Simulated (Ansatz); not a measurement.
`C[N](C)[AlH][NH2]` + `NB(N)O` → `CNB(N)O` + `C[NH][AlH][NH2]`  (substitution at a C–N bond)

Gas-phase electronic energies from Ansatz, PBE0-D4/def2-TZVP geometries. CCSD(T)/CBS adds triple-zeta CCSD(T) − MP2 to the extrapolated MP2 energy (def2 sets, frozen cores). One conformer a species, not always the lowest.

```tsv
species	CCSD(T)/CBS(def2) energy (Eh)
`C[N](C)[AlH][NH2]`	-432.99850
`NB(N)O`	-212.52640
`CNB(N)O`	-251.77305
`C[NH][AlH][NH2]`	-393.74880
```

Task: Work out ΔE.

Result: ΔE = (-251.77305) + (-393.74880) − (-432.99850) − (-212.52640) = 0.00305 Eh = +8.0 kJ/mol.

Largest T1 diagnostic among the species: 0.011.

In def2-TZVPP, CCSD(T) changes the Hartree–Fock value by +5.0 kJ/mol (the triples alone add +1.0 kJ/mol) and MP2 by +7.2 kJ/mol.
